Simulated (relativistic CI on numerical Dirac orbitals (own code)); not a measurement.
# Line list: Electric-dipole lines, I52+

Computed by Dirac equation for one electron, model QED (radiative potential, 1s self-energy scaled to tabulated hydrogen-like ionisation energies) (own radial code, finite nucleus).

CI space: 1s, 2s, 2p, 3s, 3p, 3d, 4s, 4p, 4d, 4f, 5s, 5p, 5d, 5f, 5g, 6s, 6p, 6d. Levels of other configurations are missing.

```tsv
λ vac (nm)	Lower	Upper	A (s⁻¹)	gf	Branching (%)
0.04122	1s 2S_1/2 [1]	2p 2P°_3/2 [4]	4.76e+15	4.86e-01	99.9
0.04177	1s 2S_1/2 [1]	2p 2P°_1/2 [2]	5.03e+15	2.63e-01	100.0
0.15292	2p 2P°_3/2 [4]	5d 2D_5/2 [22]	7.44e+13	1.57e-01	63.5
0.16265	2p 2P°_1/2 [2]	4d 2D_3/2 [12]	1.50e+14	2.38e-01	62.8
0.17118	2p 2P°_3/2 [4]	4d 2D_5/2 [15]	1.63e+14	4.29e-01	72.4
0.21603	2p 2P°_1/2 [2]	3d 2D_3/2 [7]	4.53e+14	1.27e+00	82.2
0.21627	2s 2S_1/2 [3]	3p 2P°_3/2 [8]	1.69e+14	4.73e-01	11.5
0.22080	2s 2S_1/2 [3]	3p 2P°_1/2 [5]	1.97e+14	2.88e-01	13.3
0.23043	2p 2P°_3/2 [4]	3d 2D_5/2 [9]	5.07e+14	2.42e+00	97.5
0.23200	2p 2P°_3/2 [4]	3d 2D_3/2 [7]	8.42e+13	2.72e-01	15.3
0.38349	3p 2P°_3/2 [8]	6d 2D_5/2 [30]	1.50e+13	1.98e-01	21.8
0.43161	3p 2P°_1/2 [5]	5d 2D_3/2 [19]	2.32e+13	2.59e-01	18.6
0.44868	3d 2D_3/2 [7]	5f 2F°_5/2 [21]	3.45e+13	6.25e-01	59.1
0.44872	3p 2P°_3/2 [8]	5d 2D_5/2 [22]	2.70e+13	4.89e-01	23.0
0.45401	3d 2D_5/2 [9]	5f 2F°_7/2 [24]	3.59e+13	8.87e-01	62.7
0.61976	3p 2P°_1/2 [5]	4d 2D_3/2 [12]	4.59e+13	1.06e+00	19.2
0.62035	3s 2S_1/2 [6]	4p 2P°_3/2 [13]	2.20e+13	5.08e-01	3.5
0.63606	3s 2S_1/2 [6]	4p 2P°_1/2 [10]	2.66e+13	3.23e-01	4.3
0.65299	3d 2D_3/2 [7]	4f 2F°_5/2 [14]	1.03e+14	3.97e+00	92.2
0.65307	3p 2P°_3/2 [8]	4d 2D_5/2 [15]	5.53e+13	2.12e+00	24.6
0.65840	3p 2P°_3/2 [8]	4d 2D_3/2 [12]	9.46e+12	2.46e-01	4.0
0.66303	3d 2D_5/2 [9]	4f 2F°_7/2 [16]	1.09e+14	5.73e+00	98.7
0.66572	3d 2D_5/2 [9]	4f 2F°_5/2 [14]	7.19e+12	2.87e-01	6.4
0.88900	4p 2P°_1/2 [10]	6d 2D_3/2 [28]	5.63e+12	2.67e-01	7.7
0.91851	4p 2P°_3/2 [13]	6d 2D_5/2 [30]	6.82e+12	5.17e-01	9.9
1.3457	4p 2P°_1/2 [10]	5d 2D_3/2 [19]	9.24e+12	1.00e+00	7.4
1.3469	4s 2S_1/2 [11]	5p 2P°_3/2 [20]	5.13e+12	5.58e-01	1.6
1.3847	4s 2S_1/2 [11]	5p 2P°_1/2 [17]	6.30e+12	3.62e-01	2.0
1.4090	4d 2D_3/2 [12]	5f 2F°_5/2 [21]	1.92e+13	3.42e+00	32.9
1.4092	4p 2P°_3/2 [13]	5d 2D_5/2 [22]	1.16e+13	2.07e+00	9.9
1.4276	4f 2F°_5/2 [14]	5g 2G_7/2 [23]	3.26e+13	7.98e+00	95.7
1.4277	4d 2D_5/2 [15]	5f 2F°_7/2 [24]	2.04e+13	4.99e+00	35.7
1.4363	4f 2F°_7/2 [16]	5g 2G_9/2 [25]	3.36e+13	1.04e+01	99.2
1.4633	4p 2P°_3/2 [13]	5s 2S_1/2 [18]	4.65e+12	2.98e-01	16.1
2.4874	5p 2P°_1/2 [17]	6d 2D_3/2 [28]	2.70e+12	1.00e+00	3.7
2.4894	5s 2S_1/2 [18]	6p 2P°_3/2 [29]	1.66e+12	6.16e-01	0.9
2.5642	5s 2S_1/2 [18]	6p 2P°_1/2 [26]	2.05e+12	4.05e-01	1.1
2.5948	5p 2P°_3/2 [20]	6d 2D_5/2 [30]	3.48e+12	2.11e+00	5.1
2.7011	5p 2P°_3/2 [20]	6s 2S_1/2 [27]	1.90e+12	4.16e-01	10.1
10.746	3s 2S_1/2 [6]	3p 2P°_3/2 [8]	3.00e+10	2.08e-01	0.0
25.177	4p 2P°_1/2 [10]	4d 2D_3/2 [12]	6.37e+09	2.42e-01	0.0
25.557	4s 2S_1/2 [11]	4p 2P°_3/2 [13]	7.50e+09	2.94e-01	0.0
49.350	5p 2P°_1/2 [17]	5d 2D_3/2 [19]	2.32e+09	3.39e-01	0.0
50.095	5s 2S_1/2 [18]	5p 2P°_3/2 [20]	2.50e+09	3.77e-01	0.0
86.825	6s 2S_1/2 [27]	6p 2P°_3/2 [29]	1.01e+09	4.58e-01	0.0
```

Terms are leading LS components. Brackets give the number of a level in order of energy, since labels repeat. The list gives strong lines, with weight on those to low levels, without lines whose two gauges differ by over a factor of 2.5. Levels whose partners in the same complex of configurations lie outside the list can be far off, and so can their lines. Rates are taken at the computed energies, electric ones in the length gauge.
